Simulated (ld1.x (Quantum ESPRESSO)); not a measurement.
**An all-electron radial function and its pseudo partner (O (Z = 8))**

Columns: radius, all-electron u(r) and pseudo u(r) of the 2s shell (level -39.48 eV) of oxygen in the configuration [He] 2s2 2p3; PBEsol, scalar-relativistic, TM scheme, ld1.x (Quantum ESPRESSO) 7.5.

| r (bohr) | all-electron | pseudo |
| --- | --- | --- |
| 0.060 | 0.3829 | -0.0575 |
| 0.120 | 0.4317 | -0.1176 |
| 0.180 | 0.3148 | -0.1831 |
| 0.240 | 0.1255 | -0.2565 |
| 0.300 | -0.0841 | -0.3401 |
| 0.360 | -0.2859 | -0.4347 |
| 0.420 | -0.4661 | -0.5383 |
| 0.480 | -0.6186 | -0.6459 |
| 0.540 | -0.7421 | -0.7490 |
| 0.600 | -0.8373 | -0.8381 |
| 0.660 | -0.9067 | -0.9067 |
| 0.720 | -0.9532 | -0.9532 |
| 0.780 | -0.9802 | -0.9802 |
| 0.840 | -0.9908 | -0.9908 |
| 0.900 | -0.9879 | -0.9879 |
| 0.960 | -0.9743 | -0.9743 |
| 1.020 | -0.9521 | -0.9521 |
| 1.080 | -0.9234 | -0.9234 |
| 1.140 | -0.8898 | -0.8898 |
| 1.200 | -0.8528 | -0.8528 |
| 1.260 | -0.8134 | -0.8134 |
| 1.320 | -0.7727 | -0.7727 |
| 1.380 | -0.7314 | -0.7314 |
| 1.440 | -0.6901 | -0.6901 |
| 1.500 | -0.6492 | -0.6492 |
| 1.560 | -0.6092 | -0.6092 |

How many radial nodes do the two functions have?

The all-electron 2s function has n − l − 1 = 1; the pseudo-wave has 0, since the states of the same l below it are removed with the core.

At about which radius was the pseudo-wave matched?

0.70 bohr, where the columns begin to agree (steps of 0.06 bohr).

Is the pseudo-wave norm-conserving?

Yes: the TM scheme keeps the norm inside the radius equal to the all-electron one, which fixes the energy derivative of the logarithmic derivative at the level.
